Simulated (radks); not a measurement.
Results of a calculation; reference values are marked as such.
Numerical settings for neutral germanium, [Ar] 3d10 4s2 4p2. Level of theory: scalar-relativistic Kohn-Sham, PBE, spin-polarised, spherical densities, finite nucleus; open shells are filled with parallel spins first; Fermi nuclear charge, rms radius 4.0742 fm (a radial shooting solver on a logarithmic mesh with Libxc functionals). The defaults (mesh step 0.008 in ln r, mesh end at 40 bohr or more with all orbitals vanishing there, Anderson mixing 0.5 over 9 steps, residual threshold near 1e-9 with the energy settled to 1e-9 hartree or 1e-11 of itself, here a cap of 76 iterations) give E = -2098.8478 hartree and 4p at -4.415 eV in 17 iterations. Run on one thread of a shared host, so times are rough (Arm Neoverse N1): 0.25 s of CPU time, 0.25 s wall, 17 iterations on 2381 mesh points. Changes against that run (0 stands for a change within the tolerance of the run):

setting,iterations,converged,E (mhartree),e(4p) (meV),CPU (s)
mesh step in ln r 0.12,2,no,diverged,-,0.01
mesh step in ln r 0.03,15,yes,+0.000464,0,0.08
mesh step in ln r 0.012,16,yes,0,0,0.17
mesh end (bohr) 400,17,yes,0,0,0.25
mesh end (bohr) 5,16,yes,+95.6,+2.48e+03,0.22
residual threshold 0.1,10,yes,0,-0.114,0.17
residual threshold 1e-05,12,yes,0,-0.062,0.2
mixing 0.01,76,no,0,0,1
"linear mixing, mixing 0.8",35,no,diverged,-,0.94
"linear mixing, mixing 1",27,no,diverged,-,0.96
mixing history 2,27,yes,0,0,0.33
iteration cap 2,2,no,+392,-5.6e+03,0.05

Settings that end as converged yet miss the energy by more than 1 mhartree: mesh end (bohr) 5 (+0.0956 hartree). A mesh that ends early acts as a hard wall.
